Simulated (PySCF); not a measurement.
Compound: C₈H₁₁NS.
Atom-mapped SMILES: `[cH:1]1[cH:2][c:3]([N:4]2[CH2:5][CH2:6][CH2:7][CH2:8]2)[cH:9][s:10]1` (hydrogens: H11 on C1; H12 on C2; H13, H14 on C5; H15, H16 on C6; H17, H18 on C7; H19, H20 on C8; H21 on C9)

The same species was optimised twice, with GFN2-xTB and with PBE0-D3(BJ)/def2-SVP (PySCF), and the same property calculations (PySCF, gas phase) were run on both structures.

```json
{"coordinate": "C3–C9 (Å)", "GFN2-xTB": "1.369", "PBE0-D3(BJ)/def2-SVP": "1.385", "change": "+0.016"}
{"coordinate": "C1–C2 (Å)", "GFN2-xTB": "1.354", "PBE0-D3(BJ)/def2-SVP": "1.368", "change": "+0.014"}
{"coordinate": "C2–C3 (Å)", "GFN2-xTB": "1.428", "PBE0-D3(BJ)/def2-SVP": "1.437", "change": "+0.009"}
{"coordinate": "N4–C5 (Å)", "GFN2-xTB": "1.453", "PBE0-D3(BJ)/def2-SVP": "1.445", "change": "-0.008"}
{"coordinate": "C1–S10 (Å)", "GFN2-xTB": "1.717", "PBE0-D3(BJ)/def2-SVP": "1.711", "change": "-0.006"}
{"coordinate": "N4–C8 (Å)", "GFN2-xTB": "1.447", "PBE0-D3(BJ)/def2-SVP": "1.442", "change": "-0.005"}
{"coordinate": "C9–S10 (Å)", "GFN2-xTB": "1.726", "PBE0-D3(BJ)/def2-SVP": "1.722", "change": "-0.004"}
{"coordinate": "C5–C6 (Å)", "GFN2-xTB": "1.530", "PBE0-D3(BJ)/def2-SVP": "1.527", "change": "-0.003"}
{"coordinate": "C3–N4 (Å)", "GFN2-xTB": "1.371", "PBE0-D3(BJ)/def2-SVP": "1.368", "change": "-0.003"}
{"coordinate": "C7–C8 (Å)", "GFN2-xTB": "1.525", "PBE0-D3(BJ)/def2-SVP": "1.525", "change": "0.000"}
{"coordinate": "C6–C7 (Å)", "GFN2-xTB": "1.527", "PBE0-D3(BJ)/def2-SVP": "1.527", "change": "0.000"}
{"coordinate": "C3–N4–C5 (°)", "GFN2-xTB": "121.8", "PBE0-D3(BJ)/def2-SVP": "124.0", "change": "+2.2"}
{"coordinate": "C5–N4–C8 (°)", "GFN2-xTB": "111.4", "PBE0-D3(BJ)/def2-SVP": "113.4", "change": "+2.0"}
{"coordinate": "C3–N4–C8 (°)", "GFN2-xTB": "120.7", "PBE0-D3(BJ)/def2-SVP": "122.5", "change": "+1.8"}
{"coordinate": "N4–C5–C6 (°)", "GFN2-xTB": "104.7", "PBE0-D3(BJ)/def2-SVP": "103.2", "change": "-1.5"}
{"coordinate": "C1–S10–C9 (°)", "GFN2-xTB": "91.0", "PBE0-D3(BJ)/def2-SVP": "92.0", "change": "+1.0"}
{"coordinate": "C6–C7–C8 (°)", "GFN2-xTB": "102.2", "PBE0-D3(BJ)/def2-SVP": "103.0", "change": "+0.8"}
{"coordinate": "C3–C9–S10 (°)", "GFN2-xTB": "112.3", "PBE0-D3(BJ)/def2-SVP": "111.8", "change": "-0.5"}
{"coordinate": "C5–C6–C7 (°)", "GFN2-xTB": "102.9", "PBE0-D3(BJ)/def2-SVP": "103.3", "change": "+0.4"}
{"coordinate": "C2–C3–N4–C5 (°)", "GFN2-xTB": "26", "PBE0-D3(BJ)/def2-SVP": "6", "change": "-20"}
```

Rotational constants: A = 3466, B = 644.8, C = 559.6 MHz (GFN2-xTB) against A = 3486, B = 637.7, C = 550.4 MHz (PBE0-D3(BJ)/def2-SVP). Point groups within 0.08 Å: C1 and C1.

On the GFN2-xTB structure: HOMO (eV) -5.32 [PBE0/pcSseg-1]; LUMO (eV) 0.01 [PBE0/pcSseg-1]; dipole (D) 2.44 [PBE0/pcSseg-1]; GIAO shielding of C1 (ppm) 52.9 [PBE0/pcSseg-1]; GIAO shielding of C2 (ppm) 65.1 [PBE0/pcSseg-1]; GIAO shielding of C3 (ppm) 35.1 [PBE0/pcSseg-1]; GIAO shielding of N4 (ppm) 181.1 [PBE0/pcSseg-1]; GIAO shielding of C5/C8 (mean) (ppm) 134.2 [PBE0/pcSseg-1]; GIAO shielding of C6/C7 (mean) (ppm) 157.0 [PBE0/pcSseg-1]; GIAO shielding of C9 (ppm) 88.2 [PBE0/pcSseg-1]; GIAO shielding of S10 (ppm) 315.0 [PBE0/pcSseg-1].

Q: What do these properties become on the PBE0-D3(BJ)/def2-SVP structure?

A: 
```tsv
property	level	on GFN2-xTB	on PBE0-D3(BJ)/def2-SVP	change
HOMO (eV)	PBE0/pcSseg-1	-5.32	-5.22	+0.10
LUMO (eV)	PBE0/pcSseg-1	0.01	-0.02	-0.03
dipole (D)	PBE0/pcSseg-1	2.44	2.54	+0.10
energy, GFN2-xTB geometry as zero (kcal/mol)	PBE0/pcSseg-1	0.0	-0.7	-0.7
GIAO shielding of C1 (ppm)	PBE0/pcSseg-1	52.9	51.7	-1.2
GIAO shielding of C2 (ppm)	PBE0/pcSseg-1	65.1	64.2	-0.9
GIAO shielding of C3 (ppm)	PBE0/pcSseg-1	35.1	34.7	-0.4
GIAO shielding of N4 (ppm)	PBE0/pcSseg-1	181.1	180.4	-0.7
GIAO shielding of C5/C8 (mean) (ppm)	PBE0/pcSseg-1	134.2	135.2	+1.0
GIAO shielding of C6/C7 (mean) (ppm)	PBE0/pcSseg-1	157.0	155.6	-1.4
GIAO shielding of C9 (ppm)	PBE0/pcSseg-1	88.2	88.3	+0.1
GIAO shielding of S10 (ppm)	PBE0/pcSseg-1	315.0	312.5	-2.5
```

The heavy atoms differ by 0.124 Å rms after alignment. Among bonds between heavy atoms C3–C9 changes most (+0.016 Å). Changes are differences of the printed values. Neither structure is proved a minimum here.
